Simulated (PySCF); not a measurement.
How methods differ on the ionisation energy of B²⁺

B²⁺ [He] 2s1 (2S) → B³⁺ 1s2 (1S), as a difference of total energies. Calculation: PySCF 2.14, in x2c-QZVPPall with one added diffuse shell each of s, p, d, f type (8s5p4d3f1g, 73 functions); the spin-free X2C one-electron Hamiltonian (Gaussian nucleus). Correlated levels: valence and next inner shell: nothing frozen. The calculations carry no spin-orbit coupling.

```tsv
method	ionisation energy (eV)	error (eV)
UHF	37.829	-0.102
LDA	37.909	-0.022
PBE	38.301	+0.370
PBE0	38.241	+0.310
r2SCAN	37.873	-0.058
BP86	38.109	+0.178
TPSS	38.180	+0.249
M06-2X	38.197	+0.266
MP2 (valence and next inner shell)	37.863	-0.068
SCS-MP2 (valence and next inner shell)	37.861	-0.070
```

Reference: 37.931 eV (measured; NIST Atomic Spectra Database, ionization energies).

Errors of the correlated levels include the incompleteness of this basis.
